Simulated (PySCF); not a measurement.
Cd(OH)(OMe) (CH4CdO2), SMILES C[O][Cd][OH]. Geometry optimised at PBE-D3(BJ)/def2-SVP. The structure was generated by enumeration; whether it is a known compound was not checked. The def2 effective core potentials stand for the cores of Cd; spin–orbit coupling is left out. The values are those of a single conformer.

Task: Give the equilibrium geometry at PBE-D3(BJ)/def2-SVP (PySCF confirms it by a frequency run) as bond lengths and angles. (Estimate from the structure and the level; the computed values follow.)

Result: One answer among several that fit: 
Atoms: Cd1 O2 H3 O4 C5 H6 H7 H8. Bonds (Å): Cd1–O2 1.979, Cd1–O4 1.984, O2–H3 0.977, O4–C5 1.407, C5–H6 1.119, C5–H7 1.115, C5–H8 1.119. Bond angles (°): O2–Cd1–O4 172.7, Cd1–O2–H3 108.3, Cd1–O4–C5 121.0, O4–C5–H6 114.1, O4–C5–H7 108.1, O4–C5–H8 114.3, H6–C5–H7 106.4, H6–C5–H8 106.9, H7–C5–H8 106.4.
Charge 0, spin multiplicity 1.
